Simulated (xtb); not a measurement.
Ge(H)2(vinyl)(NH2) (C2H7GeN), SMILES C=[CH][GeH2][NH2]. All values are semi-empirical tight-binding results from xtb (GFN2-xTB unless named), good for trends rather than for accurate numbers. Geometry: GFN2-xTB. This is a generated structure with no PubChem entry under its InChIKey; it may be hypothetical. One conformer was computed; it need not be the lowest.

For metal compounds this method's bond lengths and energies can be far off.

```yaml
orbital_gap: 4.26 eV
zero_point_energy: 50.1 kcal/mol
G − E(el) at 298.15 K (modified RRHO): 30.8 kcal/mol
```
